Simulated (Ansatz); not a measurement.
Ansatz (a first-principles code) input (RI-MP2/cc-pVQZ):
A basis named .json is the Basis Set Exchange file of that set.

Ansatz 0.2 input:
```yaml
crystal:
  periodic: [false, false, false]
  atoms:
    - {symbol: C, position_ang: [-0.82880747, -0.85321887, 0.09333913]}
    - {symbol: C, position_ang: [-0.92924405, 0.62460597, -0.23543664]}
    - {symbol: C, position_ang: [0.34001918, 0.13822213, 0.40950566]}
    - {symbol: N, position_ang: [1.51629915, 0.19488341, -0.33550768]}
    - {symbol: H, position_ang: [-0.64568999, -1.52977438, -0.73414714]}
    - {symbol: H, position_ang: [-1.46790648, -1.24046512, 0.88781194]}
    - {symbol: H, position_ang: [-1.63577576, 1.22445929, 0.33362985]}
    - {symbol: H, position_ang: [-0.82635303, 0.90803235, -1.27729542]}
    - {symbol: H, position_ang: [0.33128085, 0.35172249, 1.50536208]}
    - {symbol: H, position_ang: [2.13854425, -0.53581382, 0.02874361]}
basis:
  gaussian:
    orbitals: cc-pVQZ
    fitting: {mean_field: def2-universal-jkfit, correlation: cc-pVQZ-RIFIT.json}
total_charge: -1
magnetization: {spin_polarized: false}
correlation: {method: mp2, electrons: outside_noble_gas}
```

Output:

```
Functional definition: HF
integrals: 0.56 GiB planned
410 factors; integrals over basis functions are off by at most 3.9e0 eV
mean field: 1.28 GiB planned
mean field evaluation 1: about -4663.8659 eV, gradient 3.1e1 eV
mean field evaluation 2: about -4665.9325 eV, gradient 1.7e1 eV
mean field evaluation 4: about -4666.5752 eV, gradient 8.2e-1 eV
mean field -4666.57783774 eV, -171.4935724169 hartree, gradient 1.5e-6 eV, S^2 0.000000; 0 other end points of the search recorded, 0 dependent functions left out
4 core orbitals not correlated
858 factors; their error is unknown
reference -4666.57783774 eV, -171.4935724169 hartree; 12, 12 occupied and 384, 384 virtual orbitals, 858 factors
second order -21.56059780 eV of doubles, -0.00000000 eV of singles
Total energy: -4688.13843554 eV, -172.2859097717 hartree
```

It need not be the lowest isomer of its formula. Whether it binds its extra electron was not tested at this geometry.
